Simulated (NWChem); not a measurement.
The numbers come from NWChem runs, not from measurements. System: C3H3O3, charge 0, spin multiplicity 2, at a geometry optimised with UB3LYP/def2-SVP. The structure started from a generated list of species. Its SCF solution wasn't tested for a lower state. Level: G0W0@UPBE0/def2-SVP, RI basis def2-svp-rifit.

Input file:

```
start mol
memory heap 200 mb stack 700 mb global 1700 mb
geometry units angstroms nocenter noautoz noautosym
  O      1.966669    -0.275945     0.297504
  C      0.805550    -0.114490     0.119094
  O      0.221946     1.096582    -0.181429
  C     -1.116071     0.917522    -0.405239
  C     -1.445671    -0.499382    -0.051741
  O     -0.152047    -1.064840     0.174265
  H     -1.748090     1.799358    -0.305305
  H     -2.056229    -0.605991     0.867396
  H     -1.951086    -1.061654    -0.857503
end
basis spherical
  * library def2-svp
end
basis "ri basis" bse spherical
  * library def2-svp-rifit
end
dft
  xc pbe0
  odft
  mult 2
  iterations 100
  direct
  tolerances tight
end
task dft energy
gw
  states alpha occ 4 vir 2
  states beta occ 4 vir 2
end
task dft gw
```

Output (cleaned and shortened):

```
             Northwest Computational Chemistry Package (NWChem) 7.3.0
             --------------------------------------------------------

                                NWChem Input Module
                                -------------------

 Scaling coordinates for geometry "geometry" by  1.889725989
 (inverse scale =  0.529177249)

                             Geometry "geometry" -> ""
                             -------------------------

 Output coordinates in angstroms (scale by  1.889725989 to convert to a.u.)

  No.       Tag          Charge          X              Y              Z
 ---- ---------------- ---------- -------------- -------------- --------------
    1 O                    8.0000     1.96666900    -0.27594500     0.29750400
    2 C                    6.0000     0.80555000    -0.11449000     0.11909400
    3 O                    8.0000     0.22194600     1.09658200    -0.18142900
    4 C                    6.0000    -1.11607100     0.91752200    -0.40523900
    5 C                    6.0000    -1.44567100    -0.49938200    -0.05174100
    6 O                    8.0000    -0.15204700    -1.06484000     0.17426500
    7 H                    1.0000    -1.74809000     1.79935800    -0.30530500
    8 H                    1.0000    -2.05622900    -0.60599100     0.86739600
    9 H                    1.0000    -1.95108600    -1.06165400    -0.85750300

 Effective nuclear repulsion energy (a.u.)     236.5035595419

            Nuclear Dipole moment (a.u.)
            ----------------------------
        X                 Y               Z
 ---------------- ---------------- ----------------
    -0.0000245664    -0.0000207870    -0.0000151178


 Summary of "ao basis" -> "" (spherical)
 ------------------------------------------------------------------------------
       Tag                 Description            Shells   Functions and Types
 ---------------- ------------------------------  ------  ---------------------
 *                          def2-svp                  on all atoms

 new library libraries.bse/

 Summary of "ri basis" -> "" (spherical)
[...]
     2   2 0 0    -25.461596   -134.411062   -128.593785    237.543251
     2   1 1 0      0.078858      7.166336      4.672300    -11.759777
     2   1 0 1     -0.715743    -16.148005    -14.235764     29.668026
     2   0 2 0    -25.767309    -69.471538    -65.778249    109.482479
     2   0 1 1      0.823218     12.040899     10.405742    -21.623423
     2   0 0 2    -24.403072    -20.661403    -17.603543     13.861874

 Task  times  cpu:       17.3s     wall:       17.3s

                                NWChem Input Module
                                -------------------

                                 NWChem GW Module
                                 ----------------

                             ***********************
                             ***        GW       ***
                             ***********************

 Summary of "ri basis" -> "ri basis" (spherical)
 ------------------------------------------------------------------------------
       Tag                 Description            Shells   Functions and Types
 ---------------- ------------------------------  ------  ---------------------
 O                       def2-svp-rifit             16       48   6s5p4d1f
 C                       def2-svp-rifit             16       48   6s5p4d1f
 H                       def2-svp-rifit              6       14   3s2p1d

                 Memory Information
                 ------------------
          Available GA per process is          1699.9 MBs
          Available stack per process is        700.0 MBs
          Available heap per process is           0.0 MBs

          Peak memory in Initialization
              Peak GA per process is                 13.0 MBs
              Peak stack per process is               0.1 MBs
              Peak heap per process is               13.3 MBs
              Memory not in MA per process            0.0 MBs

          Peak memory in AFF Calculation
              Peak GA per process is                111.0 MBs
              Peak stack per process is              90.4 MBs
              Peak heap per process is                0.0 MBs
              Memory not in MA per process           90.4 MBs

          Computing 2-center integrals
          Computing Inverse Cholesky factor
          Computing 3-center integrals
          Computing V_xc ...

          Computing Sigma_x
          Computing RPA polarizability
          Solving quasiparticle equations

                  Alpha Orbitals
          State     Energy (eV)     Error (eV)
          -----------------------------------
@GW        20        -13.261           0.004
@GW        21        -11.127           0.004
@GW        22        -10.881           0.004
@GW        23         -7.999           0.004
@GW        24          3.936           0.002
@GW        25          4.041           0.002

                   Beta Orbitals
          State     Energy (eV)     Error (eV)
          -----------------------------------
@GW        19        -13.245           0.005
@GW        20        -12.575           0.004
@GW        21        -11.013           0.004
@GW        22        -10.847           0.004
@GW        23          0.874           0.002
@GW        24          4.092           0.002

   Applying  -1.8061 eV scissor-shift to rest of particle states

   Applying   3.0620 eV scissor-shift to rest of hole states

   Applying  -1.9357 eV scissor-shift to rest of particle states

   Applying   2.4955 eV scissor-shift to rest of hole states

     GW Timing Statistics
   ------------------------
   Init.   :          0.0s
     ERIs  :          1.1s
     Distr.:          0.0s
     Vxc   :          2.0s
   Sigma_x :          0.0s
   RPA     :         11.9s
   Wmn     :          0.1s
   Sigma_c :          0.1s
   GW total:         15.4s

 Task  times  cpu:       15.4s     wall:       15.4s

 Total times  cpu:       32.8s     wall:       32.8s
```
